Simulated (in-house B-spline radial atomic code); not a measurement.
**The xenon ion Xe⁷⁺: [Kr] 4d9 4f1 5s1 (an excited or competing configuration)**

Method: Dirac-Hartree-Fock, average of configuration, Fermi nucleus of rms radius 4.7859 fm. Calculated with a radial B-spline atomic code at the basis-set limit.

Z_r = [3n² - l(l+1)]/(2<r>); Z_e = n√(-2ε); the last column is Slater's effective charge. Values are occupation-weighted means over j. An effective charge above Z reflects the relativistic contraction of the inner shells.

```json
{"shell": "1s", "electrons": "2", "ε (eV)": "-34859", "<r> (bohr)": "0.02665", "Z_r": "56.28", "Z_e": "50.62", "Slater": "53.70"}
{"shell": "2s", "electrons": "2", "ε (eV)": "-5611.4", "<r> (bohr)": "0.114", "Z_r": "52.63", "Z_e": "40.62", "Slater": "49.85"}
{"shell": "2p", "electrons": "6", "ε (eV)": "-5046.4", "<r> (bohr)": "0.1001", "Z_r": "49.94", "Z_e": "38.52", "Slater": "49.85"}
{"shell": "3s", "electrons": "2", "ε (eV)": "-1269.7", "<r> (bohr)": "0.3044", "Z_r": "44.35", "Z_e": "28.98", "Slater": "42.75"}
{"shell": "3p", "electrons": "6", "ε (eV)": "-1081.8", "<r> (bohr)": "0.3026", "Z_r": "41.31", "Z_e": "26.75", "Slater": "42.75"}
{"shell": "3d", "electrons": "10", "ε (eV)": "-799.91", "<r> (bohr)": "0.28", "Z_r": "37.50", "Z_e": "23.00", "Slater": "32.85"}
{"shell": "4s", "electrons": "2", "ε (eV)": "-324.39", "<r> (bohr)": "0.7142", "Z_r": "33.61", "Z_e": "19.53", "Slater": "26.25"}
{"shell": "4p", "electrons": "6", "ε (eV)": "-261.42", "<r> (bohr)": "0.7585", "Z_r": "30.32", "Z_e": "17.53", "Slater": "26.25"}
{"shell": "4d", "electrons": "9", "ε (eV)": "-167.43", "<r> (bohr)": "0.8502", "Z_r": "24.70", "Z_e": "14.03", "Slater": "15.20"}
{"shell": "5s", "electrons": "1", "ε (eV)": "-105.52", "<r> (bohr)": "1.613", "Z_r": "23.25", "Z_e": "13.92", "Slater": "10.70"}
{"shell": "4f", "electrons": "1", "ε (eV)": "-76.745", "<r> (bohr)": "1.202", "Z_r": "14.97", "Z_e": "9.50", "Slater": "9.00"}
```

The least bound orbital is 4f7/2 at -76.71 eV, while the most diffuse is 5s1/2 (<r> = 1.613 bohr against 1.204 bohr): energy order and size order differ.

Spin-orbit splittings of the orbital energies (j = l + 1/2 above j = l - 1/2 when positive): 2p 325.9 eV, 3p 63.63 eV, 3d 13.26 eV, 4p 12.97 eV, 4d 2.165 eV, 4f 0.08084 eV.

For the 1s electron the small component carries 3.96 % of the norm, the zero-frequency Breit interaction raises the level by 86.84 eV, self-energy by 49.96 eV, and vacuum polarisation lowers it by 7 eV.
